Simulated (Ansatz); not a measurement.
Job for Ansatz (an electronic-structure program): R-PBE0/def2-TZVPP on SiH4 (SMILES [SiH4]).

Ansatz 0.2 input:
```yaml
crystal:
  periodic: [false, false, false]
  atoms:
    - {symbol: Si, position_ang: [0.00000000, -0.00000000, -0.00000000]}
    - {symbol: H, position_ang: [0.85467615, 0.85467615, 0.85467615]}
    - {symbol: H, position_ang: [-0.85467615, -0.85467615, 0.85467615]}
    - {symbol: H, position_ang: [-0.85467615, 0.85467615, -0.85467615]}
    - {symbol: H, position_ang: [0.85467615, -0.85467615, -0.85467615]}
basis:
  gaussian:
    orbitals: def2-TZVPP
hamiltonian:
  xc: {name: PBE0}
scf: {lower_state_search: off}
```

**Question.** What total energy does the run end on?

**Answer.** -291.7566 hartree.
